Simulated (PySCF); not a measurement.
Working out the excitation energy of Mg

Mg [Ne] 3s2 (1S) → Mg [Ne] 3p2 (3P). Computed with PySCF 2.14 in aug-cc-pCVDZ (6s5p3d, 36 functions), with no relativity, point nucleus. Frozen: nothing. Energies in hartree (1 hartree = 27.21139 eV):

```tsv
part	Mg (lower)	Mg (upper)
UHF	-199.608341	-199.377347
CCSD correlation	-0.207961	-0.182133
(T)	-0.000974	-0.000352
```

Question: What does Hartree-Fock give?

Answer: (-199.377347) − (-199.608341) = 0.230994 hartree = 6.286 eV.

Question: What do CCSD and CCSD(T) give?

Answer: The CCSD correlation energies differ by 0.025828 hartree = 0.703 eV and the triples by 0.000622 hartree = 0.017 eV, so CCSD gives 6.989 eV and CCSD(T) 7.006 eV.

Measured between the centres of the two terms (NIST): 7.173 eV, so CCSD(T) (all electrons) is off by -0.167 eV.

A double-zeta basis recovers only part of the correlation energy.

What remains against the reference includes basis incompleteness and higher excitations.
